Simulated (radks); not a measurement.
The manganese ion Mn+, 24 electrons, occupied as [Ar] 3d5 6p1 (not the ground configuration). All-electron calculation, scalar-relativistic Kohn-Sham, PBE, spin-polarised, spherical densities, point nucleus; open shells are filled with parallel spins first. Program: a radial shooting solver on a logarithmic mesh with Libxc functionals. Some entries of the table are withheld. Estimate them.

orbital  occ.  eigenvalue (eV)  <r^2> (bohr^2)  <r> (bohr)
1s down     1        -6443.867        0.004988     0.06090
1s up       1        -6443.846        0.004988     0.06090
2s up       1        -758.7953         0.09240      0.2797
2s down     1        -756.6691         0.09201      0.2791
2p up       3        -644.8264         0.07529      0.2474
2p down     3        -643.2116         0.07488      0.2468
3s up       1              (1)             (2)      0.8517
3s down     1              (3)             (4)      0.8545
3p up       3         -71.3662          0.9606      0.9031
3p down     3         -66.1116          0.9749      0.9089
3d up       5         -23.1857           1.649       1.132
3d down     0         -18.3252           1.856       1.192
6p up       1              (5)           176.1       12.59

Answer. 
(1) 3s up eigenvalue (eV): -102.6501
(2) 3s up <r^2> (bohr^2): 0.8371
(3) 3s down eigenvalue (eV): -97.3083
(4) 3s down <r^2> (bohr^2): 0.8433
(5) 6p up eigenvalue (eV): -2.6637
